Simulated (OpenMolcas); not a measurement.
SnSiH6 (SMILES [SiH3][SnH3]): the vertical ionisation energy from total energies

SnSiH6: 8 atoms, total charge 0, spin state singlet. As SMILES, `[SiH3][SnH3]`. The shape is that of a PBE0-D4/def2-TZVP optimisation.

Both states at this one shape; open shells run unrestricted unless said. 1 Eh = 27.2114 eV.

| level | program | singlet SnSiH6 (Eh) | doublet [SnSiH6]+ (Eh) | HOMO of the first (eV) |
| --- | --- | --- | --- | --- |
| HF/3-21G | OpenMolcas | -6287.110676 | -6286.753842 | -10.44 |
| HF/def2-SVPD (core potential) | OpenMolcas | -505.651845 | -505.305952 | -10.41 |
| SVWN5/def2-SVPD (core potential) | OpenMolcas | -505.712443 | -505.344313 | -7.06 |
| PBE/def2-SVPD (core potential) | OpenMolcas | -507.097067 | -506.734169 | -6.98 |

Task: Work out the vertical ionisation energy at each level.

Result: 
1. HF/3-21G: -6286.753842 − (-6287.110676) = 0.356834 Eh = 9.71 eV; −ε(HOMO) = 10.44 eV.
2. HF/def2-SVPD (core potential): -505.305952 − (-505.651845) = 0.345893 Eh = 9.41 eV; −ε(HOMO) = 10.41 eV.
3. SVWN5/def2-SVPD (core potential): -505.344313 − (-505.712443) = 0.368130 Eh = 10.02 eV; −ε(HOMO) = 7.06 eV.
4. PBE/def2-SVPD (core potential): -506.734169 − (-507.097067) = 0.362898 Eh = 9.87 eV; −ε(HOMO) = 6.98 eV.

No measured value is set beside it here; the levels span 9.41 to 10.02 eV. In Hartree–Fock, −ε(HOMO) (Koopmans) exceeds the difference of totals by the orbital relaxation of the ion. In semi-local functionals −ε(HOMO) lies far under the ionisation energy, a result of self-interaction, while the difference of totals does much better. Hartree–Fock favours the state with fewer electron pairs, since it lacks pair correlation. Spin-orbit coupling, which splits open shells on such heavy atoms by tenths of an eV, is left out. All-electron rows are non-relativistic unless named.
